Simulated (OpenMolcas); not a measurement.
3d ions of charge +2 along the row

```json
{"Program": "OpenMolcas 26.06", "Method": "CASSCF", "Basis": "ANO-RCC-VTZP", "Scalar Hamiltonian": "DKH2, point nucleus", "Spin-orbit coupling": "RASSI with atomic mean-field integrals over the reference wave functions, term energies averaged over their components"}
```

Active space: the 3d shell.

B and C come from two terms' centres of gravity (d2, d8: 3P = 15B, 1G = 12B + 2C; d3, d7: 4P = 15B, 2G = 4B + 3C; d4, d6: 3G = 9B + 4C, 3H = 4B + 4C; d5: 4D = 17B + 5C, 4G = 10B + 5C, above the ground term), where all their levels are at least 80 % pure. ζ = ±2S·A comes from the whole width of the ground multiplet by E(J) = (A/2) J(J+1), where its levels are at least 85 % pure. Energies in cm-1.

```tsv
Ion	Configuration	Lowest level	Weight (%)	B	B measured	C	C measured	ζ	ζ measured
Ti2+	3d²	³F₂	100	897	695	3240	2910	127	120
V2+	3d³	⁴F_3/2	100	977	755	3621	2910	180	167
Cr2+	3d⁴	⁵D₀	100	1051	691	3922	3575	249	230
Mn2+	3d⁵	⁶S_5/2	100	1123		4191			
Fe2+	3d⁶	⁵D₄	100	1203	917	4361	4040	418	411
Co2+	3d⁷	⁴F_9/2	100	1230	971	4540	4209	547	533
Ni2+	3d⁸	³F₄	100	1334	1056	4819	4723	649	648
```

Measured columns use the levels in Corliss and Sugar, J. Phys. Chem. Ref. Data 8, 1 (1979) (Ti2+); Sugar and Corliss, J. Phys. Chem. Ref. Data 7, 1191 (1978) (V2+); Sugar and Corliss, J. Phys. Chem. Ref. Data 6, 317 (1977) (Cr2+); Corliss and Sugar, J. Phys. Chem. Ref. Data 11, 135 (1982) (Fe2+); Sugar and Corliss, J. Phys. Chem. Ref. Data 10, 1097 (1981) (Co2+); Corliss and Sugar, J. Phys. Chem. Ref. Data 10, 197 (1981) (Ni2+).

The computed B goes from 897 (Ti2+) to 1334 cm-1 (Ni2+), a factor of 1.49, rising at every step. It departs from the measured column by +26 to +52 %. The Trees term is left out, which lowers the B read from the levels of every ion, most for d4 to d6. The pair of terms that fixes B changes along the row, so steps between ions also reflect that choice.

The computed ζ goes from 127 (Ti2+) to 649 cm-1 (Ni2+), a factor of 5.11, rising at every step. It departs from the measured column by 0 to +8 %.

Without dynamic correlation excited terms often stand tens of per cent too high (terms of higher spin than the ground term too low), and those without a measured partner can miss by more than the paired ones. Some levels mix across a computed gap that differs much from the measured one, so their mixing is not that of the real levels (holds for V2+; Mn2+; Ni2+). Measured partners are found by configuration, term and J. A level has none where our copy of the source lacks it or the pairing is in doubt (some pairs that miss far off the trend of their configuration count as doubtful), and it then counts in no deviation. Levels of configurations outside the active space are missing.
